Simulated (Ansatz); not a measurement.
`[BH2][SnH2][SiH2][SiH3]` + H₂O → `[BH2][SnH2][OH]` + `[SiH3][SiH3]` at 600 K and 1 bar (formal hydrolysis of the Sn–Si bond).

Computed with Ansatz on PBE0-D4/def2-TZVP structures; ΔE is electronic, products minus reactants. CBS: MP2 limit from def2 TZ/QZ plus the TZ coupled-cluster correction, frozen cores. This one scheme is used for every species. Elements past krypton have def2 core potentials. For Sn outer-core shells are correlated without core-valence functions, which leaves a few kJ/mol of doubt a bond. One conformer a species, not always the lowest.

```tsv
species	CCSD(T)/CBS energy (Eh)	H − E (kJ/mol)	S (J/(mol·K))
`[BH2][SnH2][SiH2][SiH3]`	-822.33733	282.1	555.6
H₂O	-76.37941	76.8	212.8
`[BH2][SnH2][OH]`	-316.96213	174.8	412.4
`[SiH3][SiH3]`	-581.74359	174.5	343.9
```

H − E and S are ideal-gas, rigid-rotor, harmonic terms from PBE0-D4/def2-TZVP, for one conformer and one mirror image of each species. 1 Eh = 2625.50 kJ/mol, R = 8.31446 J/(mol·K).

Task: By hand: ΔE, ΔH, ΔS and ΔG.

Result: ΔE = (-316.96213) + (-581.74359) − (-822.33733) − (-76.37941) = 0.01102 Eh = 28.9 kJ/mol. Δ(H − E) = 174.8 + 174.5 − 282.1 − 76.8 = -9.6, so ΔH = 19.3 kJ/mol. ΔS = 412.4 + 343.9 − 555.6 − 212.8 = -12.1 J/(mol·K). ΔG = 19.3 − 600 × (-12.1)/1000 = 26.6 kJ/mol.

Task: By hand: the equilibrium constant, and the temperature at which ΔG would vanish if ΔH and ΔS stayed fixed.

Result: log₁₀ K = −ΔG/(RT ln 10) = -2.3. ΔH and −TΔS have one sign here, so there is no such temperature.

TΔS isn't small against ΔH here. A doubt of 5 kJ/mol in ΔE shifts log₁₀ K by 0.4 here. Other conformers and mirror images would add mixing entropy, several J/(mol·K) or more a flexible species. Modes under 60 cm⁻¹, often nearly free rotors, make the harmonic entropy too high. These are equilibria of isolated gas molecules and say nothing of rates. Largest T1 diagnostic: 0.014 (customary marks: 0.02 for closed shells, 0.045 for open ones).

ΔS is within the doubt of such terms, so its sign, and with it that verdict, could turn.
